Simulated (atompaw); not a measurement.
## Building the PAW (atompaw) potential for Zn (PBE, scalar-relativistic).

* Element: Zn (Z = 30)
* Generator: atompaw 4.2.0.5
* Type: PAW
* Functional: PBE
* Relativity: scalar-relativistic
* Frozen core: [Ne]
* Valence charge: 20
* Reference configuration: 3s2 3p6 3d10 4s0 4p0 (charge +2)
* Partial waves: 3s (bound): rc 0.95 bohr; 4s (bound, empty): rc 1.25 bohr; 3p (bound): rc 0.85 bohr; 4p (bound, empty): rc 1.30 bohr; 3d (bound): rc 1.45 bohr; 3d channel at -1.4 Ry: rc 1.45 bohr
* Local potential: bessel scheme, radius 1.35 bohr
* Core correction: smooth core density matched at 1.45 bohr
* Augmentation charge: sinc compensation charge, radius 1.15 bohr; PAW radius 1.45 bohr; waves and projectors: custom polynom vanderbiltortho

All-electron outer shells of the reference configuration (PBE, scalar-relativistic, ld1.x):

```
shell  level (eV)  outermost node (bohr)  outermost maximum (bohr)
   2p    -1024.59                      –                      0.15
   3s     -150.11                   0.28                      0.59
   3p     -104.31                   0.25                      0.59
   3d      -30.86                      –                      0.57
   4s      -23.03                   0.84                      1.89
   4p      -15.66                   0.91                      2.31
```

Results:

| Property | Result |
| --- | --- |
| Cutoffs needed | 140 Ry and 200 Ry (the cutoffs (Ry, on a coarse ladder) from which the occupation-weighted sum of valence levels, in a spherical-Bessel basis at the reference potential, stays within 10 and 1 mRy of its value at 400 Ry) |
| Ghost test | no extra level below or beside the all-electron valence levels (s, p, d, f tested) (spherical-Bessel basis up to 400 Ry, 20 bohr box) |
| Lowest eigenvalue of the overlap operator | 0.44 (s channel) |
| Overlap eigenvalues printed by atompaw (projector basis) | 0.00596, 0.436, 0.577, 824, 1.51e+03, 5.77e+03 |
| Share of each valence orbital outside the PAW sphere | 3s 1 %, 4s 85 %, 3p 2 %, 4p 93 %, 3d 12 % |

Generation and tests took about 3.1 s on one core of a shared server CPU.
